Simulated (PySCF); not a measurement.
Cl₄HSi₂, SMILES Cl[SiH][Si](Cl)(Cl)Cl, multiplicity 2. Atoms are numbered in the order given.

```xyz
7

Cl     2.6226    -1.2652    -0.2117
Si     1.6261     0.4780    -0.6957
Si    -0.5480     0.2501     0.0443
Cl    -0.6509    -0.0643     2.0647
Cl    -1.4260    -1.3332    -0.9038
Cl    -1.5703     1.9668    -0.4087
H      2.3249     1.6368    -0.0676
```
Charge 0, spin multiplicity 2.

The structure is a stationary point at ωB97X-D3(BJ)/def2-SVP. The isomer is the one that the SMILES or the coordinates give; other isomers of the formula were not compared. One conformer was computed; it need not be the lowest.

These are B3LYP/pcH-1 in PySCF values and carry that method's errors.

Unrestricted Kohn–Sham, ⟨S²⟩ = 0.752. Hyperfine tensors hold the contact and dipolar terms, without spin-orbit corrections.

Computed hyperfine couplings:
| nucleus | A(iso) (MHz) | A(iso) (G) | dipolar principal values (MHz) |
|---|---|---|---|
| 35Cl no. 1 | 11.6 | 4.1 | -21.5, -19.3, 40.9 |
| 29Si no. 2 | -569.7 | -203.3 | -158.4, 79.1, 79.3 |
| 29Si no. 3 | -131.9 | -47.1 | -14.9, 5.8, 9.0 |
| 35Cl no. 4 | 12.4 | 4.4 | -8.3, -8.2, 16.5 |
| 35Cl no. 5 | -0.9 | -0.3 | -1.6, -0.1, 1.7 |
| 35Cl no. 6 | 0.2 | 0.1 | -1.8, -0.9, 2.7 |
| 1H no. 7 | 66.1 | 23.6 | -8.2, 0.9, 7.3 |
